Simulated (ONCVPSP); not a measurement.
## Ranking ONCV potentials for V (Z = 23)

All share these settings but for the change named:

V, optimised norm-conserving Vanderbilt (ONCV), made with ONCVPSP 4.0.1 (PBE, scalar-relativistic). Core [Ne], reference 3s2 3p6 3d3 4s2. Waves: 3s+4s: rc 1.55 bohr, ncon 5, nbas 8, qcut 6.2 1/bohr, 2 projectors; 3p: rc 1.50 bohr, ncon 3, nbas 7, qcut 8.4 1/bohr, 2 projectors, debl 3.4 Ha; 3d: rc 1.15 bohr, ncon 3, nbas 7, qcut 9.3 1/bohr, 2 projectors, debl 3.4 Ha. Local part: polynomial inside 0.75 bohr (lpopt 5, dvloc0 0 Ha). Core correction: Teter function, fcfact 1.5, rcfact 1.2.

Cutoff: the first of the cutoffs (Ha) at which the residual kinetic energy of the hardest occupied pseudo-wave falls to 1 and 0.1 mHa per electron; the density cutoff is not measured.

The base gives 46 Ha.

Of 6 variants that were run, those that failed, showed a ghost or another fault, or gave nearly equal values are left out.

A variant can come out equal or close to the base.

Question: Rank these variants from softest to hardest (loose cutoff).
A. s: rc 1.18
B. s: rc 1.78
C. s: rc 1.4

Answer: B (46 Ha), C (64 Ha), A (105 Ha).
